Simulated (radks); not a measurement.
Coulomb parameter of the 4d shell of neutral zirconium in the model configuration [Kr] 4d0.5 5s2 5p1.5, as a second difference U = [E(n + 0.5) + E(n - 0.5) - 2 E(n)] / (0.5)^2 with all orbitals relaxed. "Bare": the charge of the atom changes with n. "Screened": the 5p shell takes up the change at fixed total charge, which measures U(4d,4d) + U(5p,5p) - 2 U(4d,5p). Method: scalar-relativistic Kohn-Sham, BLYP, spin-unpolarised, spherical densities, finite nucleus; Fermi nuclear charge, rms radius 4.2694 fm; computed with a radial shooting solver on a logarithmic mesh with Libxc functionals.

case                  configuration  E - E(n) (eV)
start          [Kr] 4d0.5 5s2 5p1.5          0.000
bare +0.5        [Kr] 4d1 5s2 5p1.5         -2.845
bare -0.5            [Kr] 5s2 5p1.5          4.890
screened +0.5      [Kr] 4d1 5s2 5p1         -2.240
screened -0.5          [Kr] 5s2 5p2          2.773

U(bare) = 8.177 eV, U(screened by 5p) = 2.131 eV, against the Slater integral F0(4d,4d) = 12.437 eV with frozen orbitals. The step up makes a negative ion, whose loosely bound charge lowers the bare value.
